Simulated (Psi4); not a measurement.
H$_{3}$BrSiTe, singlet, at a GFN2-xTB geometry (core potentials on Te); R2SCAN/def2-TZVPPD in Psi4.

Here is a job for Psi4.
```
memory 2 GB

molecule {
0 1
Te    0.07855953    0.22450175    0.88448646
Br   -0.06449679   -1.43504795   -0.97954237
Si   -0.10219257    2.20151615   -0.64649943
H    -0.05243634    3.30772752    0.29722046
H    -1.36328247    2.17888634   -1.37759506
H     1.01870667    2.24474749   -1.57794636
}

set {
  basis def2-tzvppd
}

energy('r2scan')
print_variables()
```

The log (banner, timings and long lists left out):

```
   => Loading Basis Set <=

    Name: DEF2-TZVPPD
    Role: ORBITAL
    Keyword: BASIS

    !!!  WARNING: ECP capability is in beta. Please check occupations closely.  !!!

         ---------------------------------------------------------
                                   SCF
               by Justin Turney, Rob Parrish, Andy Simmonett
                          and Daniel G. A. Smith
                              RKS Reference
         ---------------------------------------------------------

  ==> Geometry <==

    Molecular point group: c1
    Full point group: C1

    Geometry (in Angstrom), charge = 0, multiplicity = 1:

       Center              X                  Y                   Z               Mass
    ------------   -----------------  -----------------  -----------------  -----------------
         TE           0.070819553542     0.285812753788     0.814309235589   129.906222748000
         BR          -0.072236766458    -1.373736946212    -1.049719594411    78.918337600000
         SI          -0.109932546458     2.262827153788    -0.716676654411    27.976926534650
         H           -0.060176316458     3.369038523788     0.227043235589     1.007825032230
         H           -1.371022446458     2.240197343788    -1.447772284411     1.007825032230
         H            1.010966693542     2.306058493788    -1.648123584411     1.007825032230

  Running in c1 symmetry.

  Rotational constants: A =      0.11313  B =      0.04493  C =      0.03251 [cm^-1]
  Rotational constants: A =   3391.56419  B =   1346.86586  C =    974.74411 [MHz]
  Nuclear repulsion =  360.687497273073632

  Charge       = 0
  Multiplicity = 1
  Electrons    = 76
  Nalpha       = 38
  Nbeta        = 38

  ==> Algorithm <==

  SCF Algorithm Type is DF.
  DIIS enabled.
  MOM disabled.
  Fractional occupation disabled.
  Guess Type is SAD.
  Energy threshold   = 1.00e-06
  Density threshold  = 1.00e-06
  Integral threshold = 1.00e-12

  ==> Primary Basis <==

  Basis Set: DEF2-TZVPPD
    Blend: DEF2-TZVPPD
    Number of shells: 75
    Number of basis functions: 215
    Number of Cartesian functions: 243
    Spherical Harmonics?: true
    Max angular momentum: 3

  Core potential: DEF2-TZVPPD
    Number of shells: 4
    Number of ECP primitives: 18
    Number of ECP core electrons: 28
    Max angular momentum: 3

  ==> DFT Potential <==

   => LibXC <=

    Version 7.1.2
    S. Lehtola, C. Steigemann, M. J. T. Oliveira, and M. A. L. Marques,  SoftwareX 7, 1–5 (2018) (10.1016/j.softx.2017.11.002)

   => Composite Functional: R2SCAN <=

    r2SCAN Meta-GGA XC Functional  (0.1021/acs.jpclett.0c02405)
    J. W. Furness, A. D. Kaplan, J. Ning, J. P. Perdew, J. Sun  J. Phys. Chem. Lett.  11, 8208–8215, 2020

    Deriv               =              1
    GGA                 =           TRUE
    Meta                =           TRUE

    Exchange Hybrid     =          FALSE
    MP2 Hybrid          =          FALSE

   => Exchange Functionals <=

    1.0000   XC_MGGA_X_R2SCAN

   => Correlation Functionals <=

    1.0000   XC_MGGA_C_R2SCAN

   => LibXC Density Thresholds  <==

    XC_MGGA_C_R2SCAN:  1.00E-15
    XC_MGGA_X_R2SCAN:  1.00E-11

   => Molecular Quadrature <=

    Radial Scheme          =       TREUTLER
    Pruning Scheme         =           NONE
    Nuclear Scheme         =       TREUTLER

    Blocking Scheme        =         OCTREE
    BS radius alpha        =              1
    Pruning alpha          =              1
    Radial Points          =             75
    Spherical Points       =            302
    Total Points           =         132091
    Total Blocks           =           1077
    Max Points             =            256
    Max Functions          =            205
    Weights Tolerance      =       1.00E-15

   => Loading Basis Set <=

    Name: (DEF2-TZVPPD AUX)
    Role: JKFIT
    Keyword: DF_BASIS_SCF

  ==> Integral Setup <==

  SCF_SUBTYPE=INCORE selected. In-core MEM_DF algorithm will be used.
  Using in-core AOs.

[...]
    wK tasked:                   No
    Algorithm:                 Core
    Schwarz Cutoff:           1E-12
    Mask sparsity (%):       4.9973
    Fitting Condition:        1E-10

   => Auxiliary Basis Set <=

  Basis Set: (DEF2-TZVPPD AUX)
    Blend: DEF2-UNIVERSAL-JKFIT
    Number of shells: 162
    Number of basis functions: 666
    Number of Cartesian functions: 895
    Spherical Harmonics?: true
    Max angular momentum: 5

  Minimum eigenvalue in the overlap matrix is 2.0000294827E-04.
  Reciprocal condition number of the overlap matrix is 2.4554075865E-05.
    Using symmetric orthogonalization.

  ==> Pre-Iterations <==

  SCF Guess: Superposition of Atomic Densities via on-the-fly atomic UHF (no occupation information).

   -------------------------
    Irrep   Nso     Nmo
   -------------------------
     A        215     215
   -------------------------
    Total     215     215
   -------------------------

  ==> Iterations <==

                           Total Energy        Delta E     RMS |[F,P]|

   @DF-RKS iter SAD: -3130.33003297546611   -3.13033e+03   0.00000e+00
   @DF-RKS iter   1: -3132.20026892656415   -1.87024e+00   9.34491e-03 ADIIS/DIIS
   @DF-RKS iter   2: -3129.28129941581574    2.91897e+00   1.15941e-02 ADIIS/DIIS
   @DF-RKS iter   3: -3133.24966000867971   -3.96836e+00   3.49284e-03 ADIIS/DIIS
   @DF-RKS iter   4: -3133.50703332567264   -2.57373e-01   1.77117e-03 ADIIS/DIIS
   @DF-RKS iter   5: -3133.57487066765816   -6.78373e-02   6.72827e-04 ADIIS/DIIS
   @DF-RKS iter   6: -3133.58444984495145   -9.57918e-03   2.16757e-04 ADIIS/DIIS
   @DF-RKS iter   7: -3133.58538705988485   -9.37215e-04   7.25116e-05 DIIS
   @DF-RKS iter   8: -3133.58547900421627   -9.19443e-05   2.01406e-05 DIIS
   @DF-RKS iter   9: -3133.58548450628223   -5.50207e-06   6.28129e-06 DIIS
   @DF-RKS iter  10: -3133.58548562779924   -1.12152e-06   1.03988e-06 DIIS
   @DF-RKS iter  11: -3133.58548565829460   -3.04954e-08   2.75541e-07 DIIS
  Energy and wave function converged.

  ==> Post-Iterations <==

   Electrons on quadrature grid:
      Ntotal   =   75.9999938090 ; deviation = -6.191e-06

    Orbital Energies [Eh]
    ---------------------

    Doubly Occupied:

[...]
    Virtual:

[...]
    Final Occupation by Irrep:
              A
    DOCC [    38 ]
    NA   [    38 ]
    NB   [    38 ]

  @DF-RKS Final Energy: -3133.58548565829460

   => Energetics <=

    Nuclear Repulsion Energy =            360.6874972730736317
    One-Electron Energy =               -5172.6119703924950954
    Two-Electron Energy =                1812.5811976969307580
    DFT Exchange-Correlation Energy =    -134.2422102358040092
    Empirical Dispersion Energy =           0.0000000000000000
    VV10 Nonlocal Energy =                  0.0000000000000000
    Total Energy =                      -3133.5854856582946013

Computation Completed

Properties will be evaluated at   0.000000,   0.000000,   0.000000 [a0]

Properties computed using the SCF density matrix

 Multipole Moments:

 ------------------------------------------------------------------------------------
     Multipole            Electronic (a.u.)      Nuclear  (a.u.)        Total (a.u.)
 ------------------------------------------------------------------------------------

 L = 1.  Multiply by 2.5417464519 to convert [e a0] to [Debye]
 Dipole X            :          5.2730940           -5.2683774            0.0047165
 Dipole Y            :          3.7709723           -3.0734742            0.6974980
 Dipole Z            :         57.0750272          -56.8790366            0.1959906
 Magnitude           :                                                    0.7245261

 ------------------------------------------------------------------------------------

  Variable Map:
  ----------------------------------------------------------------------------
[...]
  Array Variable Map:
  ----------------------------------------------------------------------------
[...]
[...]
```
